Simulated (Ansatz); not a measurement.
Frontier orbitals of `[SiH3][Al]1[NH][GeH2]1`.

Charge 0, multiplicity 1. Correlated methods include outer-core shells of Ge, which these sets cover unevenly. Scalar relativity is left out up to krypton. The structure was optimised at the PBE0-D4/def2-TZVP level. Basis def2-TZVPP, the Gaussian-basis code of Ansatz.

```
             functional  HOMO (eV)  LUMO (eV)  gap (eV)
            LDA (SPW92)      -5.60      -2.35      3.25
                    PBE      -5.49      -2.18      3.31
                   BLYP      -5.34      -2.01      3.33
                   PBE0      -6.41      -1.45      4.96
                r2SCAN0      -6.54      -1.37      5.17
HSE06 (plane-wave form)      -6.03      -1.82      4.21
                ωB97M-V      -8.31       0.24      8.55
                     HF      -8.47       1.34      9.81
```

From PBE to PBE0 the HOMO moves by −0.92 eV and the LUMO by +0.73 eV, and with ωB97M-V by −2.82 and +2.42 eV, so the gap grows from 3.31 to 8.55 eV with exact exchange. A positive LUMO is unbound and depends on the basis.
